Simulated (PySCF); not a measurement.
A geometry optimisation on `CC[C@@H](C)C[C@@H](C)C(C)C`.

Method: PBE0-D3(BJ)/def2-SVP geometry optimisation, gas phase (PySCF 2.14.0). Start geometry: GFN2-xTB. The input is one job of a driver script: a line of settings, then coordinates in Å.

Input:
```
{"job": {"xc": "PBE0", "basis": "def2-SVP", "d3": "d3bj", "grid": 1, "kind": "geom"}, "charge": 0, "multiplicity": 1}
C      2.623897    -1.366503     1.671657
C      2.789638    -0.538618     0.401998
C      1.528313     0.235275    -0.007898
C      1.869209     1.178424    -1.161153
C      0.403184    -0.733649    -0.388527
C     -0.917142    -0.107319    -0.862143
C     -1.882451    -1.239135    -1.218313
C     -1.512183     0.893972     0.148868
C     -2.745556     1.595871    -0.422267
C     -1.853578     0.273813     1.502163
H      2.241070    -0.748061     2.481215
H      3.583349    -1.776972     1.979407
H      1.940312    -2.197381     1.518411
H      3.595478     0.181377     0.564880
H      3.094348    -1.191380    -0.419388
H      1.213734     0.834557     0.852741
H      2.718320     1.806654    -0.898965
H      1.031265     1.827953    -1.399083
H      2.128070     0.609256    -2.051730
H      0.772376    -1.377075    -1.192018
H      0.186253    -1.376296     0.465020
H     -0.719255     0.452724    -1.782828
H     -1.430412    -1.888260    -1.965717
H     -2.112292    -1.844244    -0.345122
H     -2.810581    -0.851825    -1.628588
H     -0.754474     1.666510     0.318041
H     -3.032201     2.428356     0.217371
H     -2.542613     1.985343    -1.417952
H     -3.591594     0.915990    -0.482381
H     -2.226863     1.044010     2.174342
H     -2.625147    -0.485218     1.402004
H     -0.977692    -0.176546     1.960973
```

Output:
```
step   0  E = -393.58387471  max force = 0.016424
step   1  E = -393.58710629  max force = 0.002421
step   2  E = -393.58716971  max force = 0.000495
step   3  E = -393.58717544  max force = 0.000147
optimisation converged
```

Energies in Eh; «max force» is the largest Cartesian gradient component in Eh/bohr.

Task: How much energy does the optimisation release, in kcal/mol?

Result: E(step 0) − E(last step) = 0.003301 Eh, which is 2.1 kcal/mol.

Task: Give the first gradient maximum in eV/Å.

Result: With 1 Eh/bohr = 51.422 eV/Å, 0.845 eV/Å.

In short: final energy -393.58718 Eh after 3 steps; dipole 0.13 D.

On one thread of an Arm Neoverse V2 (shared host), this took 2.3 min.
Labels such as C1 count atoms from 1, the log's own numbers from 0.
